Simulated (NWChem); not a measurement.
System: CH$_{4}$OSi, singlet; SMILES CO[SiH]

NWChem printed, in part:

```
             Northwest Computational Chemistry Package (NWChem) 7.3.0
             --------------------------------------------------------

 CS  symmetry detected

                             Geometry "geometry" -> ""
                             -------------------------

 Output coordinates in angstroms (scale by  1.889725989 to convert to a.u.)

  No.       Tag          Charge          X              Y              Z
 ---- ---------------- ---------- -------------- -------------- --------------
    1 Si                  14.0000    -0.01731603     1.21993801     0.00000000
    2 H                    1.0000    -1.54399832     0.90459619     0.00000000
    3 O                    8.0000     0.50816957    -0.35573781     0.00000000
    4 C                    6.0000    -0.19287139    -1.56933387     0.00000000
    5 H                    1.0000     0.08226062    -2.15700356    -0.89077700
    6 H                    1.0000     0.08226062    -2.15700356     0.89077700
    7 H                    1.0000    -1.28622670    -1.40781556     0.00000000

 Effective nuclear repulsion energy (a.u.)     100.3280280475

      Symmetry information
      --------------------

 Group name             Cs
 Group number              2
 Group order               2
 No. of unique centers     6

                                 NWChem DFT Module
                                 -----------------

 Summary of "ao basis" -> "ao basis" (spherical)
 ------------------------------------------------------------------------------
       Tag                 Description            Shells   Functions and Types
 ---------------- ------------------------------  ------  ---------------------
 Si                        def2-svpd                10       24   5s3p2d
 H                         def2-svpd                 4        8   2s2p
 O                         def2-svpd                 9       23   4s3p2d
 C                         def2-svpd                 8       20   4s2p2d

      Symmetry analysis of basis
      --------------------------

        a'         67
        a"         32

            General Information
            -------------------
          SCF calculation type: DFT
          Wavefunction type:  closed shell.
          No. of atoms     :     7
          No. of electrons :    32
           Alpha electrons :    16
            Beta electrons :    16
          Charge           :     0
          Spin multiplicity:     1
          Use of symmetry is: off; symmetry adaption is: on
          Maximum number of iterations: 150
          AO basis - number of functions:    99
                     number of shells:    43
          Convergence on energy requested:  1.00D-06
          Convergence on density requested:  1.00D-05
          Convergence on gradient requested:  5.00D-04

              XC Information
              --------------
                         B3LYP Method XC Potential
                     Hartree-Fock (Exact) Exchange  0.200
                        Slater Exchange Functional  0.800 local
                    Becke 1988 Exchange Functional  0.720 non-local
              Lee-Yang-Parr Correlation Functional  0.810
                  VWN I RPA Correlation Functional  0.190 local

             Grid Information
             ----------------
          Grid used for XC integration:  medium
          Radial quadrature: Mura-Knowles
          Angular quadrature: Lebedev.
          Tag              B.-S. Rad. Rad. Pts. Rad. Cut. Ang. Pts.
          ---              ---------- --------- --------- ---------
          Si                  1.10       88          11.0       590
          H                   0.35       45          12.0       434
          O                   0.60       49          10.0       434
          C                   0.70       49          11.0       434
          Grid pruning is: on
          Number of quadrature shells:   366
          Spatial weights used:  Erf1

      Superposition of Atomic Density Guess
      -------------------------------------

 Sum of atomic energies:        -403.05532684

      Non-variational initial energy
      ------------------------------

 Total energy =    -404.119354
 1-e energy   =    -754.885363
 2-e energy   =     250.437981
 HOMO         =      -0.230985
 LUMO         =      -0.050890

      Symmetry analysis of molecular orbitals - initial
      -------------------------------------------------

  Numbering of irreducible representations:

     1 a'          2 a"

  Orbital symmetries:

     1 a'          2 a'          3 a'          4 a'          5 a'
     6 a'          7 a"          8 a'          9 a'         10 a'
    11 a'         12 a"         13 a'         14 a'         15 a"
    16 a'         17 a"         18 a'         19 a'         20 a'
    21 a'         22 a'         23 a"         24 a'         25 a"
    26 a'

 !! scf_movecs_sym_adapt:   26 vectors were symmetry contaminated

  Symmetry fudging

   convergence    iter        energy       DeltaE   RMS-Dens  Diis-err
 ---------------- ----- ----------------- --------- --------- ---------
 d= 0,ls=0.0,diis     1   -405.0018778727 -5.05D+02  1.53D-02  4.30D-01

 !! scf_movecs_sym_adapt:   25 vectors were symmetry contaminated

  Symmetry fudging
 d= 0,ls=0.0,diis     2   -404.9219963557  7.99D-02  6.73D-03  1.29D+00

 !! scf_movecs_sym_adapt:   26 vectors were symmetry contaminated

  Symmetry fudging
 d= 0,ls=0.0,diis     3   -405.0506293887 -1.29D-01  1.58D-03  3.58D-02

 !! scf_movecs_sym_adapt:   27 vectors were symmetry contaminated

  Symmetry fudging
 d= 0,ls=0.0,diis     4   -405.0537239685 -3.09D-03  5.42D-04  4.69D-03

 !! scf_movecs_sym_adapt:    5 vectors were symmetry contaminated

  Symmetry fudging
 d= 0,ls=0.0,diis     5   -405.0542996909 -5.76D-04  1.57D-04  1.54D-04
  Resetting Diis
 d= 0,ls=0.0,diis     6   -405.0543220036 -2.23D-05  3.41D-05  4.33D-06
 d= 0,ls=0.0,diis     7   -405.0543226808 -6.77D-07  7.76D-06  1.02D-07

         Total DFT energy =     -405.054322680752
      One electron energy =     -757.109538428858
           Coulomb energy =      288.098862109978
    Exchange-Corr. energy =      -36.371674409422
 Nuclear repulsion energy =      100.328028047549

 Numeric. integr. density =       31.999998595174

                  Occupations of the irreducible representations
                  ----------------------------------------------

                     irrep           alpha         beta
                     --------     --------     --------
                     a'               13.0         13.0
                     a"                3.0          3.0

                       DFT Final Molecular Orbital Analysis
                       ------------------------------------

 Vector   14  Occ=2.000000D+00  E=-3.247472D-01  Symmetry=a"
              MO Center=  2.7D-01, -7.7D-01, -1.1D-10, r^2= 1.9D+00
   Bfn.  Coefficient  Atom+Function         Bfn.  Coefficient  Atom+Function
  ----- ------------  ---------------      ----- ------------  ---------------
    39      0.495888  3 O  pz                42      0.347629  3 O  pz
    62     -0.247793  4 C  pz                76      0.230341  5 H  s
    84     -0.230341  6 H  s                 77      0.155557  5 H  s
    85     -0.155557  6 H  s                 11      0.130195  1 Si pz
    14      0.097305  1 Si pz                 8     -0.074382  1 Si pz

[...]

                                NWChem TDDFT Module
                                -------------------

            General Information
            -------------------
           No. of orbitals :     198
            Alpha orbitals :      99
             Beta orbitals :      99
        Alpha frozen cores :       0
         Beta frozen cores :       0
     Alpha frozen virtuals :       0
      Beta frozen virtuals :       0
         Spin multiplicity :       1
    Number of AO functions :      99
        Use of symmetry is : off
      Symmetry adaption is : on
         Schwarz screening :  0.10D-07

              XC Information
              --------------
                  B3LYP Method XC Potential
              Hartree-Fock (Exact) Exchange   0.20
                 Slater Exchange Functional   0.80 local
             Becke 1988 Exchange Functional   0.72 non-local
       Lee-Yang-Parr Correlation Functional   0.81
           VWN I RPA Correlation Functional   0.19 local

             TDDFT Information
             -----------------
          Calculation type : Tamm-Dancoff TDDFT
         Wavefunction type : Restricted singlets
          No. of electrons :      32
           Alpha electrons :      16
            Beta electrons :      16
              No. of roots :       6
          Max subspacesize :    5200
            Max iterations :     100
               Target root :       1
           Target symmetry : none
      Symmetry restriction : off
                 Algorithm : Optimal
        Davidson threshold :  0.10D-03

    6 smallest eigenvalue differences (eV)
--------------------------------------------------------
  No. Spin  Occ  Vir  Irrep   E(Occ)    E(Vir)   E(Diff)
--------------------------------------------------------
    1    1   16   17 a"       -0.236    -0.082     4.203
    2    1   16   18 a'       -0.236     0.004     6.553
    3    1   15   17 a"       -0.323    -0.082     6.558
    4    1   14   17 a'       -0.325    -0.082     6.609
    5    1   16   19 a'       -0.236     0.024     7.084
    6    1   16   20 a'       -0.236     0.047     7.702
--------------------------------------------------------

  Entering Davidson iterations
  Restricted singlet excited states

  Iter   NTrls   NConv    DeltaV     DeltaE      Time
  ----  ------  ------  ---------  ---------  ---------
    1      6       0     0.14E+00   0.10+100       10.2
    2     12       0     0.18E-01   0.21E-01       11.0
    3     18       0     0.44E-02   0.61E-03       10.2
    4     24       0     0.11E-02   0.30E-04       10.0
    5     30       5     0.31E-03   0.28E-05       10.0
    6     31       6     0.78E-04   0.13E-06        6.4
  ----  ------  ------  ---------  ---------  ---------
  Convergence criterion met

  Ground state a'       -405.054322680752 a.u.

  ----------------------------------------------------------------------------
  Root   1 singlet a"             0.125049414 a.u.                3.4028 eV
  ----------------------------------------------------------------------------
     Transition Moments    X  0.00000   Y  0.00000   Z -0.61528
     Dipole Oscillator Strength                    0.0315603405
     Electric Quadrupole                           0.0000000956
     Magnetic Dipole                               0.0000018324
     Total Oscillator Strength                     0.0315622685

     Occ.   13  a'  ---  Virt.   17  a"      -0.11393
     Occ.   15  a'  ---  Virt.   17  a"      -0.09162
     Occ.   16  a'  ---  Virt.   17  a"       0.98154
     Occ.   16  a'  ---  Virt.   24  a"       0.07994
  ----------------------------------------------------------------------------
  Root   2 singlet a"             0.196389453 a.u.                5.3440 eV
  ----------------------------------------------------------------------------
     Transition Moments    X -0.00000   Y -0.00000   Z  0.29127
     Dipole Oscillator Strength                    0.0111076539
     Electric Quadrupole                           0.0000000886
     Magnetic Dipole                               0.0000007825
     Total Oscillator Strength                     0.0111085251

     Occ.   15  a'  ---  Virt.   17  a"      -0.99052
     Occ.   16  a'  ---  Virt.   17  a"      -0.07760
     Occ.   16  a'  ---  Virt.   24  a"      -0.05412
  ----------------------------------------------------------------------------
  Root   3 singlet a'             0.210887272 a.u.                5.7385 eV
  ----------------------------------------------------------------------------
     Transition Moments    X -0.61343   Y  0.04988   Z -0.00000
     Dipole Oscillator Strength                    0.0532530486
     Electric Quadrupole                           0.0000002531
     Magnetic Dipole                               0.0000039502
     Total Oscillator Strength                     0.0532572519

     Occ.   14  a"  ---  Virt.   17  a"       0.20728
     Occ.   15  a'  ---  Virt.   18  a'      -0.05307
     Occ.   16  a'  ---  Virt.   18  a'       0.95486
     Occ.   16  a'  ---  Virt.   20  a'       0.07787
     Occ.   16  a'  ---  Virt.   21  a'      -0.15073
     Occ.   16  a'  ---  Virt.   26  a'      -0.05384
  ----------------------------------------------------------------------------
  Root   4 singlet a'             0.226966760 a.u.                6.1761 eV
  ----------------------------------------------------------------------------
     Transition Moments    X  0.22871   Y -0.64884   Z -0.00000
     Dipole Oscillator Strength                    0.0716152701
     Electric Quadrupole                           0.0000000460
     Magnetic Dipole                               0.0000006475
     Total Oscillator Strength                     0.0716159636

     Occ.   12  a"  ---  Virt.   17  a"      -0.05830
     Occ.   13  a'  ---  Virt.   18  a'       0.06857
     Occ.   14  a"  ---  Virt.   17  a"       0.91427
     Occ.   15  a'  ---  Virt.   19  a'      -0.05985
     Occ.   15  a'  ---  Virt.   20  a'       0.05785
     Occ.   15  a'  ---  Virt.   21  a'      -0.05852
     Occ.   16  a'  ---  Virt.   18  a'      -0.18551
     Occ.   16  a'  ---  Virt.   19  a'      -0.27772
     Occ.   16  a'  ---  Virt.   20  a'      -0.05390
  ----------------------------------------------------------------------------
  Root   5 singlet a'             0.231834520 a.u.                6.3085 eV
  ----------------------------------------------------------------------------
     Transition Moments    X -0.32969   Y -1.04434   Z  0.00000
     Dipole Oscillator Strength                    0.1853660256
     Electric Quadrupole                           0.0000004334
     Magnetic Dipole                               0.0000001745
     Total Oscillator Strength                     0.1853666335

     Occ.   14  a"  ---  Virt.   17  a"       0.23155
     Occ.   16  a'  ---  Virt.   19  a'       0.91045
     Occ.   16  a'  ---  Virt.   20  a'      -0.32239
  ----------------------------------------------------------------------------
  Root   6 singlet a'             0.256641068 a.u.                6.9836 eV
  ----------------------------------------------------------------------------
     Transition Moments    X -0.76483   Y  0.08617   Z  0.00000
     Dipole Oscillator Strength                    0.1013535047
     Electric Quadrupole                           0.0000008730
     Magnetic Dipole                               0.0000014892
     Total Oscillator Strength                     0.1013558669

     Occ.   14  a"  ---  Virt.   17  a"      -0.10836
     Occ.   15  a'  ---  Virt.   18  a'      -0.08970
     Occ.   16  a'  ---  Virt.   18  a'       0.06809
     Occ.   16  a'  ---  Virt.   19  a'      -0.28532
     Occ.   16  a'  ---  Virt.   20  a'      -0.92619
     Occ.   16  a'  ---  Virt.   21  a'      -0.14559

              Target root =      1
          Target symmetry = none
      Ground state energy =   -405.054322680752
        Excitation energy =      0.125049414053
     Excited state energy =   -404.929273266700

  stored tddft:energy   -404.92927326669957
```

Level: B3LYP/def2-SVPD, TDA. Low-valent species are run as closed-shell singlets; no triplet was tried in these runs. Coordinates come from a PBE0/def2-SVP optimisation.

Problem. Reconstruct the input file.

Solution. Several could match; the one computed here: the input that was run:
```
start job
memory heap 200 mb stack 900 mb global 1100 mb
geometry units angstroms noautoz
  Si     0.004520     1.237511     0.000000
  H     -1.523319     0.927822     0.000000
  O      0.524170    -0.340099     0.000000
  C     -0.181358    -1.551092     0.000000
  H      0.091597    -2.139776    -0.890777
  H      0.091597    -2.139776     0.890777
  H     -1.274108    -1.385528     0.000000
end
basis spherical
  * library def2-svpd
end
dft
  xc b3lyp
  iterations 150
end
tddft
  cis
  nroots 6
  notriplet
end
task tddft energy
```
